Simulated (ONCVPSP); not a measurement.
u(r) = r·R(r): atom against pseudo-atom (titanium (Ti))

Columns: radius, all-electron u(r) and pseudo u(r) of the 3s shell (level -62.47 eV) of titanium in the configuration [Ne] 3s2 3p6 3d2 4s2; Wu-Cohen, scalar-relativistic, ONCV scheme, ONCVPSP 4.0.1.

| r (bohr) | all-electron | pseudo |
| --- | --- | --- |
| 0.110 | -0.1473 | 0.2164 |
| 0.220 | -0.5824 | 0.4214 |
| 0.330 | -0.3161 | 0.6046 |
| 0.440 | 0.1825 | 0.7574 |
| 0.550 | 0.6261 | 0.8737 |
| 0.660 | 0.9235 | 0.9505 |
| 0.770 | 1.0743 | 0.9876 |
| 0.880 | 1.1109 | 0.9875 |
| 0.990 | 1.0709 | 0.9551 |
| 1.100 | 0.9863 | 0.8969 |
| 1.210 | 0.8800 | 0.8203 |
| 1.320 | 0.7675 | 0.7326 |
| 1.430 | 0.6580 | 0.6405 |
| 1.540 | 0.5568 | 0.5496 |
| 1.650 | 0.4663 | 0.4642 |
| 1.760 | 0.3874 | 0.3870 |
| 1.870 | 0.3197 | 0.3197 |
| 1.980 | 0.2625 | 0.2624 |
| 2.090 | 0.2146 | 0.2146 |
| 2.200 | 0.1748 | 0.1748 |
| 2.310 | 0.1420 | 0.1420 |
| 2.420 | 0.1151 | 0.1151 |
| 2.530 | 0.0931 | 0.0931 |
| 2.640 | 0.0752 | 0.0752 |
| 2.750 | 0.0606 | 0.0606 |
| 2.860 | 0.0488 | 0.0488 |

**Question.** How many radial nodes do the two functions have?

**Answer.** The all-electron 3s function has n − l − 1 = 2 (the table is too coarse to show those close to the nucleus); the pseudo-wave has 0, since the states of the same l below it are removed with the core.

**Question.** At about which radius was the pseudo-wave matched?

**Answer.** 1.95 bohr. The columns agree to 0.0005 from 1.76 bohr on; several derivatives are matched, so the curves merge somewhat inside the radius.

**Question.** Where does each function peak?

**Answer.** Outermost all-electron maximum near 0.88 bohr, pseudo maximum near 0.77 bohr (to the table’s step).

**Question.** Is the pseudo-wave norm-conserving?

**Answer.** Yes: the ONCV scheme keeps the norm inside the radius equal to the all-electron one, which fixes the energy derivative of the logarithmic derivative at the level.
